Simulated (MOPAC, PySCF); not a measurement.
HF₃GeS, SMILES `[F][Ge]([F])([F])[SH]`, neutral singlet in the gas phase. 

Z-matrix (Å, degrees):
```
Ge
F 1 1.7303
F 1 1.7335 2 107.62
F 1 1.7335 2 107.22 3 111.89
S 1 2.1891 2 109.07 4 124.08
H 5 1.3574 1 90.97 2 178.10
```
Charge 0, spin multiplicity 1.

All levels are single points at this geometry (PBE-D3(BJ)/def2-TZVP); Pople sets use spherical d functions. Orbital energies aren't observables, and empty levels follow the basis.

HF/6-31G* in PySCF gives dipole (D) = 2.67.

### Question
Estimate the dipole (D) from each of these levels: PBE-D3(BJ)/def2-TZVP in PySCF; B3LYP/3-21G in PySCF; B3LYP/6-31G* in PySCF; B3LYP/LANL2DZ in PySCF; BP86/6-31G* in PySCF; M06-2X/6-31G* in PySCF; PBE/6-31G* in PySCF; SVWN5/6-31G* in PySCF; HF/3-21G in PySCF; HF/STO-3G in PySCF; AM1 in MOPAC; PM3 in MOPAC.

### Answer

| level | dipole (D) |
|---|---|
| PBE-D3(BJ)/def2-TZVP in PySCF | 2.54 |
| B3LYP/3-21G in PySCF | 1.96 |
| B3LYP/6-31G* in PySCF | 2.43 |
| B3LYP/LANL2DZ in PySCF | 2.99 |
| BP86/6-31G* in PySCF | 2.26 |
| M06-2X/6-31G* in PySCF | 2.38 |
| PBE/6-31G* in PySCF | 2.26 |
| SVWN5/6-31G* in PySCF | 2.39 |
| HF/3-21G in PySCF | 2.29 |
| HF/STO-3G in PySCF | 1.28 |
| AM1 in MOPAC | 1.71 |
| PM3 in MOPAC | 1.84 |
